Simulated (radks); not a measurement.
All-electron atom: Tl IV in [Xe] 4f14 5d9.5 5f0.5 (fractional occupations, a model configuration). Method: scalar-relativistic Kohn-Sham, B86b exchange with PBE correlation, spin-polarised, spherical densities, finite nucleus; open shells are filled with parallel spins first (spin-orbit coupling, left out, can overturn this in heavy ions); Fermi nuclear charge, rms radius 5.4759 fm; computed with a radial shooting solver on a logarithmic mesh with Libxc functionals.

Local quantities along the radius. ELF = 1/(1 + alpha^2) is the electron localisation function; alpha = (tau - tau_W)/tau_unif compares the Pauli kinetic energy density with that of the uniform gas (summed over spins). tau is taken from the large components.

```
   r/bohr * ELF (the largest magnitude, 0.999, reaches the edge; | marks zero)
 0.001372 |                                                      *
 0.001874 |                                                      *
 0.002581 |                                                      *
 0.003526 |                                                      *
 0.004856 |                                                      *
 0.006634 |                                                     *
 0.009136 |                                                    *
  0.01248 |                                             *
  0.01719 |                           *
  0.02367 |                 *
  0.03234 |                           *
  0.04453 |                                       *
  0.06084 |                                   *
  0.08378 |                   *
   0.1145 |                           *
   0.1576 |                                      *
   0.2153 |                   *
   0.2966 |                        *
   0.4051 |                                       *
   0.5579 |                        *
   0.7622 |                   *
     1.05 |                                    *
    1.434 |                              *
    1.975 |          *
    2.698 |*
    3.715 *
    5.076 *
     6.99 *
     9.55 *
```

On this mesh the ELF has minima near r = 0.024, 0.084, 0.25, 0.65 bohr, which separate the shells, and maxima near 0.052 (0.74), 0.16 (0.71), 0.41 (0.72), 1.0 (0.68).

Self-consistent cycle (total energy in hartree, residual of the potential): 1: -20207.44194, 2e+01; 2: -20233.51010, 1e+01; 3: -20239.43033, 1e+00; 4: -20239.28745, 1e+00; 5: -20239.38799, 4e-02; 6: -20239.39510, 2e-02; 7: -20239.39519, 9e-03; 8: -20239.39524, 2e-03; 9: -20239.39525, 6e-05; 10: -20239.39525, 3e-05; 11: -20239.39525, 2e-05; 12: -20239.39525, 2e-06; 13: -20239.39525, 6e-08; 14: -20239.39525, 3e-08; 15: -20239.39525, 3e-09.
